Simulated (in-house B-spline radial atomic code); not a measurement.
A fraction x of an electron is removed from 4d in Rh⁴⁺, starting from [Kr] 4d5 and keeping the highest spin. Level of theory: non-relativistic M06-2X, spin-polarised, spherical fractional occupations, point nucleus; calculated with a radial B-spline atomic code at the basis-set limit.

Caution: exact exchange at fractional occupations of open shells leaves self-interaction of up to several eV.

```csv
x,E(x) - E(0) (eV),4d up level (eV)
0,0.0000,-61.267
0.12,7.4541,-62.969
0.19,11.8968,-63.967
0.25,15.7606,-64.826
0.47,30.3705,-67.998
0.5,32.4170,-68.433
0.58,37.9382,-69.597
0.67,44.2611,-70.913
0.76,50.7027,-72.235
0.9,60.9602,-74.303
1,68.4647,-75.788
```

The exact functional would give a straight line between the two integer points. Deviations E(x) - E(0) - x[E(1) - E(0)], in eV: -0.762 at x = 0.12, -1.111 at x = 0.19, -1.356 at x = 0.25, -1.808 at x = 0.47, -1.815 at x = 0.5, -1.771 at x = 0.58, -1.61 at x = 0.67, -1.33 at x = 0.76, -0.658 at x = 0.9.

The curve lies below the straight line by up to 1.815 eV (at x = 0.5): convex, the delocalisation error, to which spherically averaged exact exchange adds.

Task: How well does Slater's transition state (minus the level at half occupation) give the ionisation energy?

Result: It gives 68.433 eV against 68.465 eV from the two total energies; NIST lists 63.00 eV, ground level to ground level. The end point has an open shell averaged over its orbitals, so its exact exchange keeps a self-interaction and this is no true integer point.
